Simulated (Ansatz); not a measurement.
Reaction (ligand exchange at the Si–Cl bond): `F[SiH](F)Cl` + `O[SiH2]O` → `O[SiH2]O[SiH](F)F` + HCl

Program: Ansatz. Geometries: PBE0-D4/def2-TZVP. ΔE: electronic, gas phase. CCSD(T)/CBS is the MP2 limit (def2-TZVPP, def2-QZVPP) plus CCSD(T) − MP2 in def2-TZVPP, frozen cores. This one scheme is used for every species. DFT in def2-TZVPP. B3LYP here is the variant with VWN-RPA as its local correlation; programs differ in this. One conformer a species, not always the lowest.

`F[SiH](F)Cl`:

Cartesian coordinates in Å:
```
F -0.413 1.169 0.997
Si -0.081 0.033 -0.045
F -0.992 -1.208 0.295
Cl 1.856 -0.497 0.156
H -0.370 0.504 -1.402
```

`O[SiH2]O`:

Z-matrix (Å, degrees):
```
Si
O 1 1.642
O 1 1.642 2 113.5
H 1 1.481 2 111.5 3 116.9
H 1 1.481 2 103.8 3 -121.2
H 2 0.958 1 117.7 3 -66.0
H 3 0.958 1 117.7 2 -66.0
```

`O[SiH2]O[SiH](F)F`:

Z-matrix (Å, degrees):
```
Si
O 1 1.641
O 1 1.634 2 111.2
H 1 1.481 2 106.0 3 -120.9
H 1 1.476 2 109.4 3 116.7
Si 2 1.601 1 153.2 3 -92.7
H 3 0.958 1 118.8 2 -74.6
F 6 1.580 2 109.2 1 -117.4
F 6 1.582 2 110.3 1 -0.2
H 6 1.465 2 111.8 1 121.8
```

HCl:

Z-matrix (Å, degrees):
```
Cl
H 1 1.279
```

```csv
level,ΔE (eV)
r2SCAN-D4,-0.31
PBE0-D4,-0.29
B3LYP-D4,-0.39
r2SCAN,-0.30
PBE0,-0.26
B3LYP,-0.34
CCSD/def2-TZVPP,-0.43
HF/def2-QZVPP,-0.51
```

Problem. What does CCSD(T)/CBS give? (Estimate.)

Solution. Ansatz gave: -0.37 eV. The listed levels differ from it by 0.06, 0.08, -0.02, 0.07, 0.11, 0.03, -0.06, -0.14 eV.

Largest T1 diagnostic among the species: 0.012.

The D4 term adds −0.04 eV with B3LYP and −0.03 eV with PBE0; it sums over pairs of atoms, weighted by their polarisabilities, and B3LYP, whose exchange is more repulsive, gets the larger term. From PBE to PBE0 (25 % exact exchange), in def2-TZVPP and without D4, ΔE moves by −0.06 eV.
